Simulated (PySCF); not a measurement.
## UHF on O⁻ (oxygen, charge -1)

Configuration: [He] 2s2 2p5, 2P determinant. All numbers are calculated (PySCF 2.14, scalar relativity by spin-free X2C-1e, in aug-cc-pVDZ-DK).

* Total energy: -74.829081 hartree
* One-electron energy: -106.8680 hartree
* Hartree (Coulomb) energy: 40.4231 hartree
* Exchange energy: -8.3842 hartree
* ⟨S²⟩: 0.7686
* ⟨L²⟩: 2.022
* Sum of ⟨r⟩: 10.17 bohr
* Sum of ⟨r²⟩: 19.02 bohr²
* Traceless quadrupole moment −½Σ⟨3z² − r²⟩ along its main axis: 1.66 e·bohr²
* Langevin diamagnetic susceptibility: -15.1 ×10⁻⁶ cm³/mol

```csv
shell,electrons,mean orbital energy (eV),spread (eV),"rms radius, mean of both spins (bohr)"
1s α,1,-551.08,0,0.230
1s β,1,-549.96,0,0.230
2s α,1,-24.854,0,1.31
2s β,1,-20.001,0,1.31
2p α,3,-4.733,2.489,1.76
2p β,2,-2.144,0,1.76
```

Spin-orbit constants ζ (cm⁻¹) from the X2C one-electron operator on these orbitals: bare nucleus, nucleus screened by l(l+1)(2l+1)/3 electrons, and screened by the Breit-Pauli mean field of the electrons.

| shell | bare | screened nucleus | mean field |
| --- | --- | --- | --- |
| 2p | 199.7 | 149.8 | 125.7 |

To first order the Landé constant is A = -125.7 cm⁻¹, so the lowest level has J = 3/2 and lies 0.00779 eV below the centre of the term.
